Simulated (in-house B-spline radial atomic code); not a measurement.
Atomic self-consistent-field run: Si IV (Si3+). Computed with a B-spline radial code for spherical atoms: non-relativistic PBE0, spin-polarised, spherical fractional occupations, point nucleus, inside a hard spherical wall at 6.87 bohr.

Command:
```bash
python run_scf.py task.json out
```
Settings:
```
Z                14
configuration    [Ne] 3s1
hamiltonian      nr
method           pbe0
spin_polarised   True
wall_radius      6.87
```

Output (hartree, bohr):
```
 radial grid: 41 intervals, B-splines of order 8, outer radius 6.87 bohr

 iter        energy (Eh)    residual
    1        -284.610108    3.75e-01
    2        -286.669512    1.84e-01
    3        -287.087938    5.54e-02
    4        -287.127740    1.62e-02
    5        -287.130647    6.93e-03
    6        -287.131353    2.69e-04
    7        -287.131353    2.50e-05
    8        -287.131353    3.43e-07
    9        -287.131353    1.41e-08

 total energy                      -287.13135
 kinetic                             286.7663
 electron-nucleus                   -669.8638
 Hartree                             115.7714
 exact exchange                       -4.8729
 exchange-correlation                -14.9324

 orbital      occ     eigenvalue          <r>       <r^2>       <1/r>       <r^4>     <1/r^2>       r_max
 1s up      1.000       -67.6853     0.111579   0.0167505     13.5744 0.000725916     372.412     0.07299
 1s down    1.000       -67.6756     0.111588   0.0167531     13.5732   0.0007261     372.354     0.07299
 2s up      1.000        -6.7186     0.565976    0.382029     2.58179    0.267665     27.6442      0.4548
 2s down    1.000        -6.7003     0.566105    0.382067     2.58015    0.267229     27.6026      0.4552
 2p up      3.000        -5.0516     0.534536     0.35927     2.46561    0.283667      8.6004      0.3882
 2p down    3.000        -5.0393     0.533485      0.3574     2.46825     0.27892     8.61433      0.3882
 3s up      1.000        -1.5260      1.84788     3.88668    0.736252     23.1998     3.25083       1.635
```

Cost of the run: 0.07 s on 1 thread of Arm Neoverse V1 (shared host).
